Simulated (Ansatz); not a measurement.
`OC[SiH](S)Cl` and `FC[SiH](S)Cl` differ in one atom or group.

Ansatz, PBE0-D4/def2-TZVP geometries, multiplicity 1. Each molecule was computed in one conformer, which needn't be the lowest.

| property | `OC[SiH](S)Cl` |
| --- | --- |
| HOMO–LUMO gap (B3LYP/def2-TZVPP) / eV | 7.16 |
| size of the dipole moment (PBE/def2-TZVPP) / D | 3.11 |
| HOMO–LUMO gap (ωB97M-V/def2-TZVPP) / eV | 11.57 |
| HOMO energy (PBE0/def2-TZVPP) / eV | -7.62 |
| HOMO–LUMO gap (PBE/def2-TZVPP) / eV | 5.56 |
| LUMO energy (B3LYP/def2-TZVPP) / eV | -0.20 |

Give the same properties after the change, and the shifts. (Estimate.)

Ansatz gave: 
```tsv
property	`FC[SiH](S)Cl`	shift
HOMO–LUMO gap (B3LYP/def2-TZVPP) / eV	7.26	0.10
size of the dipole moment (PBE/def2-TZVPP) / D	1.75	-1.36
HOMO–LUMO gap (ωB97M-V/def2-TZVPP) / eV	11.83	0.26
HOMO energy (PBE0/def2-TZVPP) / eV	-8.01	-0.39
HOMO–LUMO gap (PBE/def2-TZVPP) / eV	5.60	0.04
LUMO energy (B3LYP/def2-TZVPP) / eV	-0.49	-0.29
```

With PBE0 the HOMO falls by 0.39 eV and the LUMO falls by 0.30 eV, so the gap widens by about 0.09 eV. PBE moves the HOMO by -0.37 eV and ωB97M-V by -0.40 eV. Dipoles are sizes alone; their direction can turn.

B3LYP here is the variant with VWN-RPA as its local correlation; programs differ in this.
